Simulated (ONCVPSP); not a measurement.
# What one change does to a pseudopotential (rhodium, ONCV)

ONCVPSP 4.0.1 input, shortened (lines: element, Z, core and valence counts, functional; n l f; lmax; l rc ep ncon nbas qcut; lloc lpopt rc5 dvloc0; l nproj debl; icmod fcfact rcfact), PBEsol, scalar-relativistic:

```
  Rh 45.00    6    4  -116133      upf
    1    0    2.00
    2    0    2.00
    2    1    6.00
    3    0    2.00
    3    1    6.00
    3    2   10.00
    4    0    2.00
    4    1    6.00
    4    2    8.00
    5    0    1.00
    2
    0    1.35    0.00    4    7    7.20
    1    1.35    0.00    4    7   11.50
    2    1.40    0.00    4    7    8.10
    4    3    1.20    0.00
    0    2    2.50
    1    2    2.80
    2    1    3.60
    2    0.60    0.75
```

All-electron outer shells of the reference configuration (PBEsol, scalar-relativistic, ld1.x):

```
shell  level (eV)  outermost node (bohr)  outermost maximum (bohr)
   3d     -300.62                      –                      0.29
   4s      -82.43                   0.47                      0.88
   4p      -50.38                   0.47                      0.94
   4d       -5.95                   0.46                      1.15
   5s       -4.33                   1.19                      2.63
```

Change: p: rc 1.62.

Cutoffs: the cutoffs (Ha) at which the residual kinetic energy of the hardest occupied pseudo-wave falls to 1 and 0.1 mHa per electron; they do not see the model core or the augmentation charge, which bear on the density cutoff. Errors are all-electron minus pseudo energies relative to the spin-unpolarised reference configuration.

Problem. How do hardness, ghosts and transferability respond?

Solution. The potential gets softer (39 Ha and 61 Ha → 30 Ha and 61 Ha); of the 4 tests that both files solve, the error grows in 0 and shrinks in 1 by more than 15 % and 0.3 meV (median size 1.7 → 1.7 meV); neither file shows a bound ghost. A larger radius leaves more room for a smooth pseudo-wave, so fewer plane waves are needed.

| quantity | base | changed |
| --- | --- | --- |
| cutoff, loose | 39 Ha | 30 Ha |
| cutoff, tight | 61 Ha | 61 Ha |
| loose cutoff by channel | s 25 Ha, p 39 Ha, d 27 Ha | s 25 Ha, p 30 Ha, d 27 Ha |
| bound ghosts | none | none |
| GHOST(+) flags under 300 eV | none | none |
| error for 4s2 4p6 4d8 5s0, meV [ΔE 7.46 eV] | -1.6 | -1.6 |
| error for 4s2 4p6 4d7 5s0, meV [ΔE 26.97 eV] | -1.9 | -1.8 |
| error for 4s2 4p6 4d6 5s0, meV [ΔE 59.47 eV] | -0.6 | 0.0 |
| error for 4s2 4p6 4d9 5s0, meV [ΔE -0.91 eV] | -2.2 | -2.3 |
| s: phases at 1.37 bohr within 0.05 rad from the reference energy up to (Ha; the scan ends near 5) | to the end of the scan | to the end of the scan |
| d: phases at 1.42 bohr within 0.05 rad from the reference energy up to (Ha; the scan ends near 5) | to the end of the scan | to the end of the scan |
| rms error of d²Exc/dni dnj with the model core, mHa | 0.66 | 0.59 |
